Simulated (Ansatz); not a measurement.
System: tetrabromosilane, SiBr4 (charge 0, singlet). SMILES: Br[Si](Br)(Br)Br
Structure (B3LYP-D3(BJ)/def2-TZVP (Ansatz, a first-principles code) minimum search):
```
Si
Br 1 2.2089
Br 1 2.2089 2 109.47
Br 1 2.2089 2 109.47 3 -120.00
Br 1 2.2089 2 109.47 3 120.00
```
Charge 0, spin multiplicity 1.

Parts of the frozen-core correlation energy in def2-QZVPPD (Ansatz, hartree). Frozen orbitals: 61; correlated occupied orbitals by spin: 16 and 16; virtual: 391 and 391. Spin-orbit coupling is left out. No relativistic terms.

```tsv
term	value
reference (HF)	-10579.01249
MP2 opposite-spin	-0.63285
MP2 same-spin	[?]
CCSD correlation	[?]
(T)	[?]
T1 diagnostic	0.010
largest doubles amplitude	0.019
```

Q: Fill in the missing entries.

A: 
- MP2 same-spin, value: -0.20426
- CCSD correlation, value: -0.88226
- (T), value: -0.04376
